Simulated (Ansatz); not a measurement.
System: C5H9B, charge 0, multiplicity 1. 
Coordinates optimised at B3LYP-D3(BJ)/def2-TZVP (Ansatz, an electronic-structure program):
```xyz
15

C      1.9667     1.3363    -0.1027
C      0.6723     1.0514     0.0733
B      0.0628    -0.3710    -0.0787
C      0.9294    -1.6255    -0.4599
C     -1.4627    -0.6001     0.1481
C     -2.3450     0.3495     0.4765
H      2.3628     2.3401     0.0106
H      2.6878     0.5720    -0.3689
H      0.0301     1.8885     0.3389
H      1.9933    -1.4485    -0.6150
H      0.8253    -2.3937     0.3156
H      0.5284    -2.0863    -1.3705
H     -1.8570    -1.6094     0.0335
H     -3.3993     0.1395     0.6239
H     -2.0495     1.3835     0.6130
```
Charge 0, spin multiplicity 1.

Total electronic energies in hartree. Valence correlation only, unless marked. No spin-orbit coupling. No relativistic terms. CBS marks a two-point X^-3 extrapolation of the correlation energy; Hartree-Fock from the larger set.

The Hartree-Fock reference is unstable (checked in the largest basis), which strains HF and MP2. 

| level | program | energy (Eh) |
|---|---|---|
| HF/6-31G | Ansatz | -219.15752 |
| RI-HF/cc-pVTZ | Ansatz | -219.31173 |
| RI-HF/aug-cc-pVQZ | Ansatz | -219.32597 |
| RI-HF/cc-pVQZ | Ansatz | -219.32551 |
| B97M-V/def2-TZVPD | Ansatz | -220.86116 |
| PBE0-D4/def2-TZVPD | Ansatz + dftd4 | -220.56531 |
| r2SCANh-D4/def2-TZVPD | Ansatz + dftd4 | -220.69167 |
| r2SCANh/def2-TZVPD | Ansatz | -220.68854 |
| HSE06-D4/def2-TZVPD | Ansatz + dftd4 | -220.55065 |
| HSE06/def2-TZVPD | Ansatz | -220.54186 |
| CAM-B3LYP-D3(BJ)/def2-TZVPD | Ansatz + dftd3 | -220.71510 |
| LC-wPBE/def2-TZVPD | Ansatz | -220.67581 |
| wB97X/def2-TZVPD | Ansatz | -220.77916 |
| MP2/cc-pVQZ | Ansatz | -220.30231 |
| RI-MP2/aug-cc-pVQZ | Ansatz | -220.30852 |
| SCS-MP2/cc-pVDZ | Ansatz | -220.00436 |
| SCS-MP2/cc-pwCVTZ | Ansatz | -220.25148 |
| CCSD/aug-cc-pVDZ | Ansatz | -220.11070 |
| CCSD/cc-pwCVTZ | Ansatz | -220.29930 |
| CCSD/CBS(cc-pVTZ,cc-pVQZ) | Ansatz | -220.3798 |
| CCSD(T)/6-31G* | Ansatz | -220.02997 |
| CCSD(T)/aug-cc-pVTZ | Ansatz | -220.34618 |
| CCSD(T)/CBS(cc-pVTZ,cc-pVQZ) | Ansatz | -220.4305 |

Totals of different functionals don't rank their quality; only differences between species are comparable.
